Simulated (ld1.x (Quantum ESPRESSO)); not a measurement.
**Fe (Z = 26): PAW pseudisation with PBE, fully relativistic reference atom.**

Fe, PAW, made with ld1.x (Quantum ESPRESSO) 7.5 (PBE, fully relativistic). Core [Ne], reference 3s2 3p6 3d6 4s2 4p0. Waves: 3s (bound): rcut 1.10, rcutus 1.15 bohr; 4s (bound): rcut 1.10, rcutus 1.15 bohr; 3p (bound): rcut 1.20, rcutus 1.40 bohr; 4p (bound, empty): rcut 1.20, rcutus 1.40 bohr; 3d (bound): rcut 1.35, rcutus 1.55 bohr; 3d channel at -0.41 Ry: rcut 1.35, rcutus 1.55 bohr. Local part: all-electron potential smoothed inside 0.95 bohr (lloc = -1). Core correction: Bessel-smoothed model core inside 0.80 bohr. Augmentation charge: BESSEL, radius 1.05 bohr.

Open shells are filled in proportion to 2j + 1 (rel_dist='average').

Problem. Tests: 3s2 3p6 3d6 4s1 4p0; 3s2 3p6 3d6 4s0 4p0; 3s2 3p6 3d5 4s0 4p0; 3s2 3p6 3d6 4s1 4p1; 3s2 3p6 3d6 4s1.5 4p0; 3s2 3p6 3d7 4s0 4p0; 3s2 3p6 3d7 4s1 4p0. Which has the largest error in its energy relative to the reference configuration, and how large is it?

Solution. 3s2 3p6 3d7 4s0 4p0, with +2.1 meV (all-electron minus pseudo) on +6.64 eV.

The ghost test of this file was not conclusive.
